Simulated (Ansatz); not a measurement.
# Abstraction of F: C3H5F3 + SiH2(CH3)(SiH2) → C3H5F2 + CH7FSi2

Gas-phase species: C3H5F3 `CC(F)(F)CF`, singlet; SiH2(CH3)(SiH2), doublet; C3H5F2 `C[C](F)CF`, doublet; CH7FSi2 `C[SiH2][SiH2]F`, singlet. A radical takes F: the energy is the difference in strength between the C–F bond broken and the Si–F bond made.

Shapes, held fixed at every level: PBE0-D4/def2-TZVP. Flexible molecules stand in one conformer, not always the lowest. Programs: Ansatz 0.2.0. The zero-point and thermal change to 298 K, harmonic and unscaled (PBE0-D4/def2-TZVP), is -1.1 kJ/mol.

```json
{"level": "MP2/def2-TZVPP", "kind": "perturbation theory", "ΔH(298 K) (kJ/mol)": "-101.6", "less CCSD(T)/CBS estimate": "+7.4"}
{"level": "HF/def2-SVP", "kind": "Hartree–Fock", "ΔH(298 K) (kJ/mol)": "-90.5", "less CCSD(T)/CBS estimate": "+18.5"}
{"level": "HF/def2-TZVPP", "kind": "Hartree–Fock", "ΔH(298 K) (kJ/mol)": "-125.5", "less CCSD(T)/CBS estimate": "-16.5"}
{"level": "B3LYP-D4/def2-TZVPP", "kind": "global hybrid", "ΔH(298 K) (kJ/mol)": "-117.6", "less CCSD(T)/CBS estimate": "-8.6"}
{"level": "BHLYP-D4/def2-TZVPP", "kind": "global hybrid", "ΔH(298 K) (kJ/mol)": "-119.2", "less CCSD(T)/CBS estimate": "-10.2"}
{"level": "r2SCAN0-D4/def2-TZVPP", "kind": "global hybrid", "ΔH(298 K) (kJ/mol)": "-108.7", "less CCSD(T)/CBS estimate": "+0.3"}
{"level": "CCSD(T)/CBS estimate", "kind": "coupled cluster or CI", "ΔH(298 K) (kJ/mol)": "-109.0", "less CCSD(T)/CBS estimate": "0.0"}
```

The highest level, CCSD(T)/CBS estimate, gives ΔH(298 K) = -109.0 kJ/mol; the levels span -125.5 to -90.5. The column of differences is taken from that level and isn't an error. No measured value is set beside it here. Open shells run unrestricted. The CBS estimate extrapolates MP2 from def2-TZVPP and def2-QZVPP and adds CCSD(T) − MP2 in the triple-zeta set, cores frozen.
